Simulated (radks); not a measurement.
Values are calculated unless marked as measured or tabulated.
All-electron atom: Ni2+ in [Ar] 3d8. Code: a radial shooting solver on a logarithmic mesh with Libxc functionals. Model: scalar-relativistic Kohn-Sham, r2SCAN, spin-unpolarised, spherical densities, finite nucleus; meta-GGA in the generalised Kohn-Sham scheme; Fermi nuclear charge, rms radius 3.7757 fm.

Normalised radial functions P(r) = r R(r), r in bohr:

```
   r/bohr * 1s, o 3s (the largest magnitude, 3.86, reaches the edge; | marks zero, & curves that meet)
 0.005981                             |o         *
 0.006798                             |o          *
 0.007665                             | o          *
 0.008642                             | o           *
 0.009744                             | o             *
  0.01099                             | o              *
  0.01239                             | o               *
  0.01397                             | o                 *
  0.01587                             | o                  *
   0.0179                             |  o                   *
  0.02018                             |  o                    *
  0.02275                             |  o                     *
  0.02565                             |  o                      *
  0.02892                             |  o                       *
  0.03261                             |  o                       *
  0.03706                             |  o                       *
  0.04179                             | o                        *
  0.04712                             | o                       *
  0.05312                             |o                       *
   0.0599                             |o                     *
  0.06753                             o                    *
  0.07614                            o|                  *
  0.08654                            o|               *
  0.09758                           o |            *
     0.11                          o  |          *
    0.124                         o   |       *
   0.1399                         o   |     *
   0.1577                        o    |   *
   0.1778                        o    |  *
   0.2021                         o   | *
   0.2278                          o  |*
   0.2569                           o *
   0.2896                            o*
   0.3266                             *o
   0.3682                             *  o
   0.4151                             *    o
   0.4718                             *      o
    0.532                             *       o
   0.5998                             *        o
   0.6763                             *        o
   0.7625                             *       o
   0.8597                             *       o
   0.9694                             *     o
    1.102                             *    o
    1.242                             *   o
    1.401                             * o
    1.579                             * o
     1.78                             *o
    2.007                             *o
    2.263                             &
    2.572                             &
      2.9                             &
     3.27                             &
    3.687                             &
```

1s: eigenvalue -8258.5 eV, 0 radial nodes, <r> = 0.0541 bohr, 90 % of the charge inside 0.0966 bohr. 3s: eigenvalue -134.42 eV, 2 radial nodes at r = 0.0703, 0.300 bohr, <r> = 0.740 bohr, 90 % of the charge inside 1.11 bohr.
